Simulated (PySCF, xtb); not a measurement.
3-fluoro-2-(4-fluorothiophen-2-yl)thiophene (C8H4F2S2), SMILES Fc1csc(-c2sccc2F)c1.

GFN2-xTB in xtb at its own geometry gives an orbital gap of 2.62 eV and a dipole moment of 2.95 D.

Geometry: B3LYP-D3(BJ)/def2-SVP. One conformer was computed; it need not be the lowest.

### Question
What does PBE/def2-SVP (PySCF) give? (The exact figures need the calculation; the answer reports its results.)

### Answer
gap 2.90 eV (levels -5.15 and -2.25 eV), dipole 1.99 D.
